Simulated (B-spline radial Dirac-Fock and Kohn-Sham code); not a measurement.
# Ionisation energies of strontium ions, computed and tabulated

Calculated with a radial atomic solver, using multi-electron Dirac-Fock with separately optimised hole states, Breit and Lamb-shift corrections added in first order. Each value is the difference of the configuration-average energies of two neighbouring ions in their tabulated ground configurations. The model has no electron correlation. NIST's values refer to the lowest levels; many for high charge states are themselves semi-empirical or theoretical. Where a p, d or f shell is open in either ion the computed value averages over both j values and all terms, while the table refers to the lowest levels; that difference holds spin-orbit splitting (largest in heavy or highly charged ions), term energies where several electrons share open shells, and correlation, and it can reach 10 % or more.

| ion | configuration | computed (eV) | NIST (eV) | kind | NIST − computed (eV) |
| --- | --- | --- | --- | --- | --- |
| Sr¹⁸⁺ | [Ar] 3d2 | 716.5 | 722 ± 3 | theoretical | +5.50 |
| Sr¹⁹⁺ | [Ar] 3d1 | 773.1 | 774 ± 4 | theoretical | +0.93 |
| Sr²⁰⁺ | [Ne] 3s2 3p6 | 936.4 | 932 ± 3 | semi-empirical | -4.43 |
| Sr²¹⁺ | [Ne] 3s2 3p5 | 989.2 | 982.1 ± 1.1 | semi-empirical | -7.09 |
| Sr²²⁺ | [Ne] 3s2 3p4 | 1042.8 | 1038 ± 1.5 | semi-empirical | -4.85 |
| Sr²³⁺ | [Ne] 3s2 3p3 | 1097.4 | 1105 ± 4 | semi-empirical | +7.60 |
| Sr²⁴⁺ | [Ne] 3s2 3p2 | 1152.9 | 1165 ± 3 | semi-empirical | +12.14 |
| Sr²⁵⁺ | [Ne] 3s2 3p1 | 1209.2 | 1211 ± 6 | semi-empirical | +1.79 |
| Sr²⁶⁺ | [Ne] 3s2 | 1327.9 | 1333.4 ± 1.9 | semi-empirical | +5.46 |
| Sr²⁷⁺ | [Ne] 3s1 | 1386.4 | 1387.19 ± 0.05 | semi-empirical | +0.75 |

Q: Where in this range is the largest relative jump, and why?

A: From Sr¹⁹⁺ (773.1 eV) to Sr²⁰⁺ (936.4 eV), a factor of 1.21. The configuration goes from [Ar] 3d1 to [Ne] 3s2 3p6, so the next electron comes out of a deeper subshell.
